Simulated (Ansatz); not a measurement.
Program: Ansatz. Geometries: PBE0-D4/def2-TZVP. ΔE: electronic, gas phase. CCSD(T)/CBS adds triple-zeta CCSD(T) − MP2 to the extrapolated MP2 energy (def2 sets, frozen cores). DFT in def2-TZVPP. B3LYP here is the variant with VWN-RPA as its local correlation; programs differ in this. For Br, Ge outer-core shells are correlated without core-valence functions, which leaves a few kJ/mol of doubt a bond. Scalar relativity is left out up to krypton. Each species was taken in one conformer, which may not be the lowest.

Reaction (cleavage of the Si–Ge bond): `C[SiH](O)[GeH2][OH]` + HBr → `C[SiH](O)Br` + `[OH][GeH3]`

Problem. Is it downhill or uphill in electronic energy at CCSD(T)/CBS, and by how much? (Best estimate.)

Solution. Computed: Downhill: ΔE = -1.11 eV.

Problem. What do these levels give: PBE-D4, r2SCAN-D4, PBE0-D4, B3LYP-D4, ωB97X-V, ωB97M-V, PBE, B3LYP, HF/def2-TZVPP, SCS-MP2/def2-TZVPP, MP2/def2-QZVPP, SCS-MP2/def2-QZVPP? (Best estimate.)

Solution. Ansatz gave: PBE-D4 -0.98, r2SCAN-D4 -1.11, PBE0-D4 -1.05, B3LYP-D4 -1.05, ωB97X-V -1.10, ωB97M-V -1.14, PBE -1.00, B3LYP -1.08, HF/def2-TZVPP -1.29, SCS-MP2/def2-TZVPP -1.16, MP2/def2-QZVPP -1.19, SCS-MP2/def2-QZVPP -1.18 eV.

Largest T1 diagnostic among the species: 0.012.

In def2-TZVPP, CCSD(T) changes the Hartree–Fock value by +0.21 eV (the triples alone add +0.02 eV) and MP2 by +0.12 eV. From PBE to PBE0 (25 % exact exchange), in def2-TZVPP and without D4, ΔE moves by −0.07 eV.
